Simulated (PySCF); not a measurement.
GeFCl2Br, SMILES [F][Ge]([Cl])([Cl])[Br].

Geometry optimised at PBE-D3(BJ)/def2-SVP.

Computed with CAM-B3LYP/def2-TZVP run with PySCF.

Symmetry labels are those of the subgroup Cs that the program uses (full group Cs).

Computed valence orbital energies around the gap with their symmetry:
| orbital | symmetry | energy (eV) |
|---|---|---|
| HOMO−7 | A" | -13.02 |
| HOMO−6 | A' | -12.82 |
| HOMO−5 | A' | -11.85 |
| HOMO−4 | A" | -11.57 |
| HOMO−3 | A' | -11.53 |
| HOMO−2 | A" | -11.30 |
| HOMO−1 | A' | -10.79 |
| HOMO | A" | -10.70 |
| LUMO | A' | -1.65 |
| LUMO+1 | A' | 1.09 |
| LUMO+2 | A' | 1.48 |
| LUMO+3 | A" | 1.48 |
